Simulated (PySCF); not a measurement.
Run times: scandium in aug-cc-pVDZ

Measured wall times of calculations with PySCF 2.14 in aug-cc-pVDZ (7s6p4d2f, 59 functions), with the non-relativistic Hamiltonian (point nucleus), run from one Python driver. Hardware: 1 thread of Neoverse-V1 on a shared host, 1.3 GiB allowed. The two-electron integrals over 59 functions were computed once and kept in memory (0.83 CPU seconds with the set-up); the times below exclude them. Kohn-Sham runs start from converged Hartree-Fock orbitals.

Launch command (the driver calls PySCF for each step listed in the task file):

```bash
OMP_NUM_THREADS=1 python atomrun2.py TASK.json OUT
```

| species | step | iterations | wall time (s) |
| --- | --- | --- | --- |
| Sc [Ar] 3d1 4s2 | UHF | 10 | 0.43 |
| Sc [Ar] 3d1 4s2 | BP86 | 9 | 1.4 |
| Sc [Ar] 3d1 4s2 | MP2 (3 electrons) |  | 0.05 |
| Sc⁺ [Ar] 3d1 4s1 | UHF | 8 | 0.35 |
| Sc⁺ [Ar] 3d1 4s1 | TPSS | 6 | 2.5 |
| Sc⁺ [Ar] 3d1 4s1 | BP86 | 5 | 0.88 |
| Sc⁺ [Ar] 3d1 4s1 | MP2 (2 electrons) |  | 0.02 |

**Question.** Roughly how long does TPSS take for Sc [Ar] 3d1 4s2 here?

**Answer.** About 3.6 s.

Peak memory of the process: 0.25 GiB. Times on a shared host vary from run to run.
